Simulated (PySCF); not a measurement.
B(CCH)(F)(H) (C2H2BF), SMILES C#CBF. Atoms are numbered in the order given.

```xyz
6

B     -0.5254    -0.7030     0.0000
C     -0.1185     0.7685     0.0000
C      0.1541     1.9677     0.0000
H      0.4017     3.0219     0.0000
F      0.4113    -1.6522     0.0000
H     -1.6904    -1.0544     0.0000
```
Charge 0, spin multiplicity 1.

Coordinates come from a PBE-D3(BJ)/def2-SVP optimisation.

All values below come from PBE0/pcJ-1 in PySCF.

Isotropic couplings with Fermi-contact, spin-dipole and both spin-orbit terms, one fixed conformer, no vibrational averaging. Isotopes: 11B, 13C, 19F, 1H.

```
pair   bonds apart      J (Hz)
-----  -----------  ----------
B1–C2            1       110.3
B1–F5            1  (withheld)
B1–H6            1       169.4
C2–C3            1       170.3
C3–H4            1  (withheld)
B1–C3            2  (withheld)
C2–H4            2        44.0
C2–F5            2        24.1
C2–H6            2  (withheld)
F5–H6            2        62.3
B1–H4            3         5.0
C3–F5            3  (withheld)
C3–H6            3         4.5
H4–F5            4  (withheld)
H4–H6            4        -0.8
```

Problem. What belongs in the gaps? (An estimate is asked for; the answer gives what the named calculation found.)

Solution. 
- B1–F5, J (Hz): -173.6
- C3–H4, J (Hz): 257.6
- B1–C3, J (Hz): 22.7
- C2–H6, J (Hz): 23.2
- C3–F5, J (Hz): 11.4
- H4–F5, J (Hz): -9.1
